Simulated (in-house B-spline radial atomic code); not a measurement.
Configurations of Mn, with energies counted from [Ar] 3d5 4s2. Method: scalar-relativistic (X2C) BLYP, spin-polarised, spherical fractional occupations, Fermi nucleus of rms radius 3.7057 fm. Calculated with a B-spline radial code for spherical atoms. Shells without spins written out take the highest spin.

Occupations are held fixed; configurations that lie above the ionisation limit could autoionise.

| configuration | E - E(ref) (eV) | highest orbital | its <r> (bohr) |
| --- | --- | --- | --- |
| [Ar] 3d5 4s1 5s1 | 4.9982 | 5s up | 8.261 |
| [Ar] 3d5 4s1 4f1 | 6.6502 | 4f up | 17.29 |
| [Ar] 3d4 4s2 5p1 | 12.463 | 5p up | 10.01 |
| [Ar] 3d4 4s2 5d1 | 13.284 | 5d up | 16.56 |
| [Ar] 3d(3 up, 1 down) 4s2 4f(0 up, 1 down) | 16.444 | 4f down | 17.2 |
| [Ne] 3s2 3p5 3d6 4s2 | 47.137 | 3d down | 1.318 |
| [Ne] 3s2 3p(3 up, 2 down) 3d(4 up, 2 down) 4s2 | 50.774 | 4s down | 3.127 |

Q: Order these further configurations by energy, lowest first.
A. [Ar] 3d4 4s2 4p1
B. [Ar] 3d5 4s1 4d1
C. [Ar] 3d4 4s2 4f1
D. [Ar] 3d4 4s2 5s1
E. [Ne] 3s2 3p5 3d5 4s2 5f1

A: B (5.9377 eV), A (8.9014 eV), D (11.716 eV), C (13.511 eV), E (56.993 eV).

Q: How far above the reference does [Ar] 3d(0 up, 5 down) 4s(0 up, 1 down) 4p(0 up, 1 down) lie?

A: 2.7323 eV; its least bound orbital is 4p down with <r> = 4.064 bohr.

Q: How far above the reference does [Ar] 3d(3 up, 2 down) 4s2 lie?

A: 5.0276 eV; its least bound orbital is 4s down with <r> = 3.118 bohr.

Q: How far above the reference does [Ar] 3d(2 up, 2 down) 4s2 4d(1 up, 0 down) lie?

A: 16.636 eV; its least bound orbital is 4d up with <r> = 8.976 bohr.
